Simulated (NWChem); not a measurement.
System: CH3ISe; SMILES C[Se]I

The following NWChem deck was run.

```
start job
memory heap 200 mb stack 900 mb global 1100 mb
geometry units angstroms noautoz
  Se    -0.409107     1.304069    -0.000887
  I     -0.014133    -1.194403     0.000643
  C      1.438108     1.901327    -0.001626
  H      1.381024     3.000929    -0.003787
  H      1.959261     1.561005    -0.905259
  H      1.959035     1.564373     0.903379
end
basis spherical
  Se library def2-svp
  I library def2-svp
  C library def2-svp
  H library def2-svp
end
ecp
  I library def2-ecp
end
dft
  xc r2scan0
  iterations 150
  mulliken
end
task dft energy
```

All runs use the structure optimised with PBE0/def2-SVP. def2 effective core potentials on I; no spin-orbit coupling.

Question: What results follow from this input? (r2SCAN0/def2-SVP with def2 effective core potentials on I.) Quantities: energy (Ha); highest occupied level (eV); orbital gap (eV); dipole (D).

Answer: 
```
Quantity                       Result
---------------------------  --------
energy (Ha)                  -2738.90
highest occupied level (eV)     -6.50
orbital gap (eV)                 4.00
dipole (D)                       1.91
```
